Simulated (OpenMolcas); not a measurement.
**Kr: RASPT2 settings compared**

```
Program             : OpenMolcas 26.06
Basis               : ANO-RCC [9s8p6d4f2g]
Scalar Hamiltonian  : DKH2, point nucleus
Active space        : 6 electrons in 9 orbitals (RAS2 4p; RAS3 4d 5s, at most 1 electron)
State averaging     : 2S+1 = 1 even, 1 root; 2S+1 = 3 odd, 13 roots; 2S+1 = 1 odd, 3 roots
Spin-orbit coupling : RASSI with atomic mean-field integrals over the reference wave functions, term energies averaged over their components
```

Methods on the same reference wave functions:
A. RASSCF
B. SS-RASPT2, IPEA 0 Eh, imaginary shift 0.1 Eh (closed shells correlated: 3s 3p 3d 4s)
C. MS-RASPT2, IPEA 0 Eh, imaginary shift 0.1 Eh (closed shells correlated: 3s 3p 3d 4s)

Energies in eV above 4s² 4p⁶ ¹S₀, the measured ground level; measured values from NIST Handbook of Basic Atomic Spectroscopic Data.

```json
{"Level": "4s² 4p⁶ ¹S₀", "A": "0.0000", "B": "0.0000", "C": "0.0000", "Measured": "0.0000"}
{"Level": "4s² 4p⁵ 5s ³P°₂", "A": "9.9943", "B": "8.403", "C": "8.398", "Measured": "9.9152"}
{"Level": "4s² 4p⁵ 5s ³P°₀", "A": "10.5724", "B": "8.981", "C": "8.983", "Measured": "10.5624"}
```

Deviations, from unrounded energies. A percentage is the sum of absolute deviations over the sum of measured energies, with the sign that they share, or ± where signs differ.

```
           Against measurement  Levels     A      B      C
mean absolute deviation (cm-1)       2   360  12000  12000
      other configurations (%)       2  +0.4  -15.1  -15.1
```

A lies closest to measurement on these levels and C furthest from it. The largest miss of A in the table is 4s² 4p⁵ 5s ³P°₂, by +640 cm-1. The ranking rests on the paired levels alone, and a cruder setting can come out closer through cancelling errors.

Between B and C the level of the table that moves most is 4s² 4p⁵ 5s ³P°₂, by 39 cm-1 (lowest in C, highest in B). Moves below CASPT2's spread within the term are not significant.

The mean deviations of B to C differ by less than CASPT2's widest spread within a term (1600 cm-1), so their order carries little weight.

The lowest spin-free term lies below A's lowest term by 0.532 hartree in B, 0.532 hartree in C.

CASPT2 does not keep the components of a term degenerate, so their means are used; among the terms shown or strongly mixed into the levels shown the widest spread is 1600 cm-1 (4s² 4p⁵ 5s ³P°, C). ANO sets are built for valence states and can reach diffuse excited orbitals poorly. Without dynamic correlation excited terms often stand tens of per cent too high (terms of higher spin than the ground term too low), and those without a measured partner can miss by more than the paired ones (holds for A). Measured partners are found by configuration, term and J. A level has none where our copy of the source lacks it or the pairing is in doubt (some pairs that miss far off the trend of their configuration count as doubtful), and it then counts in no deviation. Where the source uses jj or jK labels, the order within each J decides. Levels of configurations outside the active space are missing. The table leaves out levels that lie high or whose names do not pair safely across all columns.

° marks odd parity.
